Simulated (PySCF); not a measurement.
A structure optimised at r2SCAN-D4/def2-SVP, used in a PySCF frequency run:

```xyz
7

Zn     0.1977     0.5285     0.0000
I     -0.0823    -1.8557     0.0000
O      0.5061     2.2609     0.0000
Si    -0.2859     3.7055     0.0000
H     -1.1619     3.8588     1.2075
H      0.7081     4.8194     0.0000
H     -1.1619     3.8588    -1.2075
```
Charge 0, spin multiplicity 1.

Question: Write its SMILES, formula and point group.

Answer: [SiH3][O][Zn][I], H₃IOSiZn, Cs

Question: What are its rotational constants (standard atomic weights)?

Answer: 31.821, 0.52128, 0.51596 GHz
